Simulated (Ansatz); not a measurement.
Ansatz (an electronic-structure program) input (RI-MP2/cc-pVTZ):
A basis named .json is the Basis Set Exchange file of that set.

Ansatz 0.2 input:
```yaml
crystal:
  periodic: [false, false, false]
  atoms:
    - {symbol: C, position_ang: [-1.21851666, -0.24708882, 1.27593930]}
    - {symbol: C, position_ang: [-0.77261199, -0.19628231, -0.18808598]}
    - {symbol: C, position_ang: [-1.60998027, 0.86007518, -0.93678077]}
    - {symbol: C, position_ang: [-1.01556039, -1.57229583, -0.84014697]}
    - {symbol: C, position_ang: [0.68205546, 0.15302856, -0.34361795]}
    - {symbol: C, position_ang: [1.59536073, 0.41595680, 0.65657290]}
    - {symbol: C, position_ang: [2.92353169, 0.73216187, 0.44584738]}
    - {symbol: H, position_ang: [-0.66198475, -0.99969656, 1.83727524]}
    - {symbol: H, position_ang: [-1.08148538, 0.71690346, 1.76907776]}
    - {symbol: H, position_ang: [-2.27778457, -0.50364377, 1.33402540]}
    - {symbol: H, position_ang: [-2.67194013, 0.60632241, -0.89486964]}
    - {symbol: H, position_ang: [-1.47525001, 1.84814084, -0.49374128]}
    - {symbol: H, position_ang: [-1.31776819, 0.91792921, -1.98717251]}
    - {symbol: H, position_ang: [-2.07563087, -1.83377994, -0.79792870]}
    - {symbol: H, position_ang: [-0.44906747, -2.35100650, -0.32691659]}
    - {symbol: H, position_ang: [-0.71037350, -1.56753483, -1.88842942]}
    - {symbol: H, position_ang: [1.03577389, 0.19863886, -1.37137514]}
    - {symbol: H, position_ang: [1.25398800, 0.37341868, 1.68571847]}
    - {symbol: H, position_ang: [3.59311089, 0.92857071, 1.27090021]}
    - {symbol: H, position_ang: [3.33274062, 0.79240469, -0.55493122]}
basis:
  gaussian:
    orbitals: cc-pVTZ
    fitting: {mean_field: def2-universal-jkfit, correlation: cc-pVTZ-RIFIT.json}
magnetization: {spin_polarized: true, initial_magnetization: 1}
correlation: {method: mp2, electrons: outside_noble_gas}
```

End of the output:

```
integrals: 0.85 GiB planned
759 factors; integrals over basis functions are off by at most 9.3e-1 eV
0.89 GiB of device memory are held for the factors and their scratch space
mean field: 1.88 GiB planned
mean field evaluation 1: about -7414.5923 eV, gradient 3.0e1 eV
mean field evaluation 2: about -7419.5888 eV, gradient 1.1e1 eV
mean field evaluation 4: about -7420.5152 eV, gradient 1.8e0 eV
mean field evaluation 8: about -7420.6122 eV, gradient 5.1e-4 eV
mean field -7420.61217310 eV, -272.7024674897 hartree, gradient 1.8e-6 eV, S^2 0.944505; 0 other end points of the search recorded, 0 dependent functions left out
7 core orbitals not correlated
957 factors; their error is unknown
reference -7420.61217310 eV, -272.7024674897 hartree; 21, 20 occupied and 364, 365 virtual orbitals, 957 factors
second order -31.65115502 eV of doubles, -0.00000000 eV of singles
Total energy: -7452.26332812 eV, -273.8656259828 hartree
```

It need not be the lowest isomer of its formula.

The determinant is spin-contaminated: <S^2> is 0.94 against 0.75 for a pure state.
